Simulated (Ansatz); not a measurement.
Caution, from a PySCF single point (B3LYP-D3(BJ)/def2-TZVP) at this geometry: the restricted solution is unstable towards spin-unrestricted or complex orbitals, so a lower solution exists and this singlet may not be the ground state.

A geometry relaxed with Ansatz (a quantum-chemistry and plane-wave program) with B3LYP-D3(BJ)/def2-TZVP, charge 0, multiplicity 1:

```xyz
7

H     -1.0642    -1.0333    -0.6541
H      0.8414     1.1426    -0.7840
Si    -1.2421    -0.1098     0.5125
H     -1.5794     1.2691     0.0522
Si     1.3409     0.0614     0.1255
H      1.4925    -1.2265    -0.6132
O      0.2108    -0.1034     1.3612
```

Question: Write the SMILES of this molecule.

Answer: `O1[SiH2][SiH2]1`
